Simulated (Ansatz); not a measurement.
Consider the redistribution: `[CH3][AlH][CH2]Br` + `N[SiH](O)[SnH3]` → `[CH3][AlH][SnH3]` + `N[SiH](O)CBr`.

Computed with Ansatz on PBE0-D4/def2-TZVP structures; ΔE is electronic, products minus reactants. CBS: MP2 limit from def2 TZ/QZ plus the TZ coupled-cluster correction, frozen cores. DFT in def2-TZVPP. def2 core potentials past Kr. For Br, Sn outer-core shells are correlated without core-valence functions, which leaves a few kJ/mol of doubt a bond. Scalar relativity is left out up to krypton. Each species was taken in one conformer, which may not be the lowest.

`[CH3][AlH][CH2]Br`:

Cartesian coordinates in Å:
```
C -0.828 -0.805 -1.267
Al -0.616 -0.112 0.534
C 1.022 0.838 1.080
Br 2.324 0.922 -0.377
H -0.022 -1.508 -1.506
H -0.747 0.003 -2.001
H -1.783 -1.313 -1.419
H -1.728 -0.259 1.664
H 0.839 1.873 1.377
H 1.538 0.361 1.915
```

`N[SiH](O)[SnH3]`:

Cartesian coordinates in Å:
```
N 1.447 -0.144 1.250
Si 0.209 0.694 0.433
O -1.062 1.029 1.437
Sn -0.587 -0.773 -1.524
H 2.090 0.350 1.849
H 1.322 -1.097 1.550
H 0.815 1.966 -0.049
H -1.858 1.393 1.046
H 0.429 -0.645 -2.891
H -2.170 -0.350 -2.028
H -0.635 -2.424 -1.073
```

`[CH3][AlH][SnH3]`:

Z-matrix (Å, degrees):
```
C
Al 1 1.951
H 1 1.092 2 113.7
H 1 1.096 2 110.1 3 121.4
H 1 1.096 2 110.3 3 -121.7
Sn 2 2.662 1 122.1 3 -1.5
H 2 1.592 1 119.4 3 178.6
H 6 1.714 2 112.5 1 -119.8
H 6 1.714 2 112.5 1 121.1
H 6 1.714 2 113.7 1 0.6
```

`N[SiH](O)CBr`:

```xyz
11

N     1.448    0.636    0.608
Si    0.311   -0.510    0.081
O    -0.481   -1.229    1.333
C    -0.897    0.378   -1.049
Br   -1.664    1.929   -0.151
H     1.123    1.538    0.919
H     2.272    0.349    1.110
H     1.001   -1.562   -0.715
H    -0.965   -2.037    1.156
H    -1.739   -0.248   -1.343
H    -0.409    0.755   -1.948
```

| level | ΔE (kcal/mol) |
| --- | --- |
| ωB97M-V | -7.5 |
| PBE | -7.0 |
| r2SCAN | -7.8 |
| PBE0 | -7.9 |
| HF/def2-TZVPP | -9.4 |
| SCS-MP2/def2-TZVPP | -8.5 |
| HF/def2-QZVPP | -9.2 |
| CCSD/CBS(def2) | -8.3 |

(1) What does CCSD(T)/CBS give? (Best estimate.)

Largest T1 diagnostic among the species: 0.013.

## Answers

(1) Computed: -8.2 kcal/mol. The listed levels differ from it by 0.7, 1.2, 0.4, 0.3, -1.2, -0.3, -1.0, -0.1 kcal/mol.

In def2-TZVPP, CCSD(T) changes the Hartree–Fock value by +0.8 kcal/mol (the triples alone add +0.2 kcal/mol) and MP2 by +1.0 kcal/mol. From PBE to PBE0 (25 % exact exchange), in def2-TZVPP and without D4, ΔE moves by −0.9 kcal/mol.
